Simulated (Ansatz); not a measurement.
```yaml
crystal:
  periodic: [false, false, false]
  atoms:
    - {symbol: N, position_ang: [0.062231, 2.870849, 0.940696]}
    - {symbol: C, position_ang: [0.807999, 2.073910, 0.284406]}
    - {symbol: Al, position_ang: [0.318683, 0.194557, -0.093540]}
    - {symbol: C, position_ang: [-0.921724, -1.241724, 0.050461]}
    - {symbol: C, position_ang: [0.419588, -1.595237, -0.729639]}
    - {symbol: H, position_ang: [-0.806908, 2.421500, 1.238864]}
    - {symbol: H, position_ang: [1.755074, 2.507316, -0.060351]}
    - {symbol: H, position_ang: [-1.821954, -1.290086, -0.560313]}
    - {symbol: H, position_ang: [-1.068892, -1.802158, 0.972239]}
    - {symbol: H, position_ang: [0.280985, -1.849838, -1.778915]}
    - {symbol: H, position_ang: [1.040218, -2.346089, -0.243207]}
basis:
  gaussian: {orbitals: def2-TZVP}
total_charge: 1
magnetization: {spin_polarized: true, initial_magnetization: 1}
hamiltonian: {xc: {name: B2PLYP}, pseudopotentials: {relativity: scalar}}
output: {forces: true}
```

```sh
$ ansatz run in.yaml --threads 4 --pin off --events-out ev --progress --plain --max-ram 10444MiB
```

It prints (some lines left out):

```
Functional definition: B2PLYP
1311 factors; integrals over basis functions are off by at most 1.2e-3 eV
mean field evaluation 1: about -11273.5063 eV, gradient 5.2e1 eV
mean field evaluation 2: about -11273.6491 eV, gradient 5.2e1 eV
mean field evaluation 4: about -11283.8918 eV, gradient 2.0e1 eV
mean field evaluation 8: about -11285.6965 eV, gradient 1.1e0 eV
mean field evaluation 16: about -11285.7138 eV, gradient 3.2e-2 eV
mean field evaluation 32: about -11285.7140 eV, gradient 7.8e-5 eV
mean field -11285.71397198 eV, -414.7423387387 hartree, gradient 6.7e-6 eV, S^2 0.761244; 4 other end points of the search recorded, 0 dependent functions left out
9 core orbitals not correlated: weight in the atoms' cores, before any rotation towards them, 1.000 or more for the frozen orbitals, at most 0.000 for the correlated occupied ones
reference -11285.71414115 eV, -414.7423449555 hartree; 13, 12 occupied and 175, 176 virtual orbitals, 1311 factors
second order -24.35044321 eV of doubles, -0.00000000 eV of singles
Total energy: -11292.28876082 eV, -414.9839577718 hartree
Relativity: scalar
Atom 0 at     0.062231     2.870849     0.940696 Å, force    -0.396302    -0.481004     0.037256 eV/Å
Atom 1 at     0.807999     2.073910     0.284406 Å, force     0.621340     0.223449    -0.242300 eV/Å
Atom 2 at     0.318683     0.194557    -0.093540 Å, force     0.985776     3.116686     0.532030 eV/Å
Atom 3 at    -0.921724    -1.241724     0.050461 Å, force     0.975066    -3.010849    -1.495489 eV/Å
Atom 4 at     0.419588    -1.595237    -0.729639 Å, force    -2.894256    -2.414034     0.670005 eV/Å
Atom 5 at    -0.806908     2.421500     1.238864 Å, force    -0.167839     0.303101     0.191909 eV/Å
Atom 6 at     1.755074     2.507316    -0.060351 Å, force    -0.114957    -0.286231    -0.036004 eV/Å
Atom 7 at    -1.821954    -1.290086    -0.560313 Å, force     0.099076     0.702594    -0.163430 eV/Å
Atom 8 at    -1.068892    -1.802158     0.972239 Å, force     0.360762     0.539706     0.360377 eV/Å
Atom 9 at     0.280985    -1.849838    -1.778915 Å, force     0.138209     0.741529    -0.189366 eV/Å
Atom 10 at     1.040218    -2.346089    -0.243207 Å, force     0.393125     0.565052     0.335014 eV/Å
Dipole moment:    -0.058171    -0.909926    -0.276366 e Å
```

It took 15 s on 4 threads of a server CPU on a shared host, with 1 GiB of host memory at the peak.
